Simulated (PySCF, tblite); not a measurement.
C3H8F3PSi.
Cartesian coordinates in Å at the GFN2-xTB level; atoms count from 1:
```
atom  x, y, z in Å
C1    -0.3783   -1.6547    0.7790
P2    -0.5422    0.1351    1.1887
C3     0.5225    0.8910   -0.1092
Si4    2.3763    0.6869    0.3006
C5    -2.1691    0.3640    0.2484
F6    -2.1542   -0.1121   -1.0107
F7    -3.1845   -0.2544    0.8704
F8    -2.4954    1.6616    0.1576
H9    -0.3933   -1.8200   -0.2985
H10   -1.1968   -2.2010    1.2477
H11    0.5605   -2.0164    1.1934
H12    0.2782    1.9556   -0.1366
H13    0.2825    0.4647   -1.0856
H14    3.1269    1.4818   -0.6713
H15    2.7512   -0.7249    0.1827
H16    2.6080    1.1515    1.6672
```

The calculation used CAM-B3LYP/def2-SVPD in PySCF (dipole) on a GFN2-xTB geometry, gas phase.

Masses are those of the commonest isotopes; rigid-rotor values at the optimised geometry. The values belong to one conformer with, in the numbering `[CH3:1][P:2]([CH2:3][SiH3:4])[C:5]([F:6])([F:7])[F:8]`, C1–P2–C3–Si4 -77°.

Problem. Give the principal moments of inertia and the rotational constants in cm⁻¹.

Solution. Ia = 194.22, Ib = 637.99, Ic = 701.93 u·Å²; 505379 MHz·u·Å²/I gives 2602, 792.1 and 720.0 MHz, that is A = 0.08679, B = 0.02642, C = 0.02402 cm⁻¹.

Problem. Classify the top.

Solution. A near-prolate asymmetric top: κ = (2 × 792.1 − 2602 − 720.0)/(2602 − 720.0) = -0.92.

Problem. Is it planar, by Δ = Ic − Ia − Ib?

Solution. Not planar: Δ = Ic − Ia − Ib = -130.28 u·Å². For a rigid frame Δ = −2 Σ m c², so Σ m c² = 65.14 u·Å² lies off the ab plane: 6.71 from hydrogen and 58.43 from heavier atoms. The atom farthest from that plane is 1.42 Å away.

Problem. Give the other two planar moments, Paa and Pbb, and the rms extents of the mass along the axes.

Solution. Paa = Σ m a² = (Ib + Ic − Ia)/2 = 572.85 and Pbb = Σ m b² = (Ia + Ic − Ib)/2 = 129.08 u·Å². With the mass M = 160.01 u, the rms extents √(P/M) along a, b and c are 1.89, 0.90, 0.64 Å.

Problem. Where do the levels up to J = 5 lie, in K?

Solution. Above 0(0,0), as E/k:
J = 1: 1(0,1) 0.073, 1(1,1) 0.159, 1(1,0) 0.163
J = 2: 2(0,2) 0.218, 2(1,2) 0.301, 2(1,1) 0.311, 2(2,1) 0.572, 2(2,0) 0.572
J = 3: 3(0,3) 0.435, 3(1,3) 0.514, 3(1,2) 0.534, 3(2,2) 0.790, 3(2,1) 0.790, 3(3,1) 1.233, 3(3,0) 1.233
J = 4: 4(0,4) 0.724, 4(1,4) 0.797, 4(1,3) 0.831, 4(2,3) 1.080, 4(2,2) 1.082, 4(3,2) 1.523, 4(3,1) 1.523, 4(4,1) 2.143, 4(4,0) 2.143
J = 5: 5(0,5) 1.085, 5(1,5) 1.150, 5(1,4) 1.202, 5(2,4) 1.443, 5(2,3) 1.446, 5(3,3) 1.886, 5(3,2) 1.887, 5(4,2) 2.506, 5(4,1) 2.506, 5(5,1) 3.303, 5(5,0) 3.303
The levels of one J sum to (2J + 1)J(J + 1)(A + B + C)/3.

Problem. Which lines would a microwave search look for?

Solution. The dipole components are |μa| = 2.35 D, |μb| = 0.77 D, |μc| = 0.68 D. The squared components, which scale the intensities, stand as 1.00 : 0.11 : 0.08 (a : b : c). Some lines, for components of 0.1 D or more:

| type | branch | J(Ka,Kc) | MHz | lower level (cm⁻¹) |
| --- | --- | --- | --- | --- |
| a | Q | 3(1,2) ← 3(1,3) | 433 | 0.357 |
| b | R | 2(0,2) ← 1(1,1) | 1212 | 0.111 |
| c | Q | 3(1,3) ← 3(0,3) | 1639 | 0.302 |
| c | Q | 2(1,2) ← 2(0,2) | 1740 | 0.151 |
| b | Q | 1(1,0) ← 1(0,1) | 1882 | 0.050 |
| b | Q | 2(1,1) ← 2(0,2) | 1956 | 0.151 |
| b | R | 3(0,3) ← 2(1,2) | 2788 | 0.209 |
| a | R | 3(0,3) ← 2(0,2) | 4528 | 0.151 |
| c | R | 2(1,1) ← 1(0,1) | 4978 | 0.050 |
| c | Q | 2(2,1) ← 2(1,1) | 5430 | 0.217 |
| b | R | 2(2,1) ← 1(1,0) | 8526 | 0.113 |
| c | R | 2(2,0) ← 1(1,0) | 8528 | 0.113 |
| c | R | 2(2,1) ← 1(1,1) | 8598 | 0.111 |
| c | R | 3(3,1) ← 2(2,1) | 13768 | 0.398 |

Problem. Estimate the classical rotational partition function at 200 K, 298.15 K and 500 K.

Solution. Point group C1, symmetry number σ = 1; q = (√π/σ)·√((kT/h)³/(ABC)), k/h = 20836.6 MHz/K: 391000 at 200 K, 712000 at 298.15 K, 1550000 at 500 K.

Its GFN2-xTB frequencies are all real (lowest 48 cm⁻¹). Constants of a rigid frame at the computed geometry: no zero-point averaging, no centrifugal distortion. A rigid rotor knows nothing of internal rotation, which can split or shift real lines.

Time: 64 s. Hardware: one thread, x86-64 server (shared host). This is the CAM-B3LYP/def2-SVPD job that gave the dipole, with the excitations it also computed.
